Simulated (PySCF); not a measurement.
Predicted microwave data (PBE0-D3(BJ)/def2-SVP geometry optimisation, gas phase in PySCF) for one isomer of C5H8Si:

```
Rotational constants : A = 6000, B = 1952, C = 1595 MHz
Dipole components    : |μa| = 1.10 D, |μb| = 0.33 D, |μc| = 0.17 D
Inertial defect      : -26.37 u·Å²
κ                    : -0.84
```

Problem. Which structure is it? (One computed conformer of each.)
A. `C#C[C@]1(C)C[SiH2]1`
B. `[CH:1]#[C:2][C@H:3]1[CH2:4][CH2:5][SiH2:6]1` with C2–C3–C4–C5 150°, C3–C4–C5–Si6 -24°, C4–C5–Si6–C3 20°, C2–C3–Si6–C5 -142°
C. `[CH:1]#[C:2][CH:3]1[CH2:4][SiH2:5][CH2:6]1` with C2–C3–C4–Si5 -149°, C3–C4–Si5–C6 19°, C4–Si5–C6–C3 -19°, C2–C3–C6–Si5 149°

Solution. B. It is C#C[C@H]1CC[SiH2]1, an asymmetric top, point group C1. The candidates at the same level (rigid rotor, commonest isotopes):

| SMILES | A (MHz) | B (MHz) | C (MHz) | μa (D) | μb (D) | μc (D) | Δ (u·Å²) | point group | rotor |
| --- | --- | --- | --- | --- | --- | --- | --- | --- | --- |
| C#C[C@H]1CC[SiH2]1 | 6000 | 1952 | 1595 | 1.10 | 0.33 | 0.17 | -26.37 | C1 | asymmetric top |
| C#CC1C[SiH2]C1 | 8390 | 1684 | 1508 | 0.38 | 0.00 | 0.04 | -25.25 | Cs | near-prolate asymmetric top |
| C#C[C@]1(C)C[SiH2]1 | 4160 | 2322 | 1872 | 0.96 | 0.20 | 0.00 | -69.17 | C1 | asymmetric top |

`C#C[C@]1(C)C[SiH2]1` has A 31 % too low; `C#CC1C[SiH2]C1` has A 40 % too high. No structure here is proved a minimum.
